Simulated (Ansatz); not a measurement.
Complex (SMILES): O (H2O) with F (HF), atoms 1 to 3 the first; geometry from B3LYP-D3(BJ)/def2-TZVP, monomers rigid:
```xyz
5

O      0.0126     0.5732     0.1476
H     -0.2167     0.4999    -0.7856
H      0.6440    -0.1320     0.3287
F      0.9055     2.9606     0.8114
H      0.5537     2.1097     0.6008
```

Basis-set convergence of the counterpoise-corrected interaction energy at B3LYP with Ansatz (a quantum-chemistry and plane-wave program). Cartesian d functions, on some or all atoms, in 6-31G*, 6-31+G*; all else is spherical. The program fits the integrals of some runs and decomposes those of others, by size. No added dispersion term, no relativity. Functions are those of the species that has most. Reference: the value in aug-pcseg-3, -9.11 kcal/mol. Deviations are taken from unrounded values.

| basis | functions | counterpoise-corrected interaction energy (kcal/mol) |
|---|---|---|
| 6-31G* | 36 | -9.69 |
| 6-31+G* | 44 | -9.51 |
| cc-pVDZ | 43 | -8.91 |
| aug-cc-pVDZ | 73 | -8.95 |
| def2-SVP | 43 | -9.35 |
| def2-SVPD | 70 | -9.26 |
| pcseg-1 | 43 | -9.47 |
| aug-pcseg-1 | 73 | -8.94 |
| 6-311G** | 54 | -9.24 |
| 6-311+G** | 62 | -9.29 |
| def2-TZVP | 80 | -9.33 |
| def2-TZVPD | 107 | -8.99 |
| cc-pVTZ | 102 | -9.08 |
| aug-cc-pVTZ | 161 | -9.07 |
| pcseg-2 | 102 | -9.20 |
| aug-pcseg-2 | 161 | -9.10 |
| def2-TZVPP | 104 | -9.12 |
| def2-TZVPPD | 131 | -9.04 |
| cc-pVQZ | 200 | -9.11 |
| aug-cc-pVQZ | 298 | -9.10 |
| def2-QZVPP | 204 | -9.13 |
| def2-QZVPPD | 231 | -9.10 |
| pcseg-3 | 219 | -9.11 |
| aug-pcseg-3 | 317 | -9.11 |

What the diffuse functions change, pair by pair:
- 6-31G* to 6-31+G*: 8 more functions, deviation -0.58 to -0.40 kcal/mol
- cc-pVDZ to aug-cc-pVDZ: 30 more functions, deviation 0.19 to 0.15 kcal/mol
- def2-SVP to def2-SVPD: 27 more functions, deviation -0.24 to -0.15 kcal/mol
- pcseg-1 to aug-pcseg-1: 30 more functions, deviation -0.36 to 0.17 kcal/mol
- 6-311G** to 6-311+G**: 8 more functions, deviation -0.14 to -0.18 kcal/mol
- def2-TZVP to def2-TZVPD: 27 more functions, deviation -0.22 to 0.11 kcal/mol
- cc-pVTZ to aug-cc-pVTZ: 59 more functions, deviation 0.02 to 0.03 kcal/mol
- pcseg-2 to aug-pcseg-2: 59 more functions, deviation -0.09 to 0.00 kcal/mol
- def2-TZVPP to def2-TZVPPD: 27 more functions, deviation -0.01 to 0.06 kcal/mol
- cc-pVQZ to aug-cc-pVQZ: 98 more functions, deviation 0.00 to 0.00 kcal/mol
- def2-QZVPP to def2-QZVPPD: 27 more functions, deviation -0.02 to 0.01 kcal/mol
- pcseg-3 to aug-pcseg-3: 98 more functions, deviation -0.01 to 0.00 kcal/mol

Leaving out the reference's own pair, they bring the value nearer the reference by more than 0.01 kcal/mol in 7 of 11 pairs.
